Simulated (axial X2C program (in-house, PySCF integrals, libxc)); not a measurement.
## Which molecule has these constants?

Computed with an in-house all-electron X2C program for linear molecules (integrals from PySCF), spin-free (one-electron X2C) or two-component (2c: spin–orbit coupling with atomic mean-field Coulomb and Gaunt terms, which also bring small scalar terms), in Dyall basis sets with cores contracted in-house; open shells are unrestricted.

A two-component PBE0 calculation in a Dyall 3-zeta basis gave Re = 1.171 Å, ωe = 2148.4 cm⁻¹, De = 10.21 eV, Ω = 0.

Question: Which molecule is it?
A. CN⁻
B. AsC⁻
C. PC⁻

Answer: A. The others have PC⁻ 1.598 Å and 1219.2 cm⁻¹ (Ω = 0); AsC⁻ 1.702 Å and 1016.3 cm⁻¹ (Ω = 0).

Each entry is the lowest single determinant of a limited PBE0 search at one distance. De goes to single-determinant-based atoms at the same level (for ions the charge split of lowest energy) and is withheld (n/a) where an atom does not fit its ground term or J level. Main or longest-lived isotopes. The functionals have no current term, which raises determinants with orbital currents.
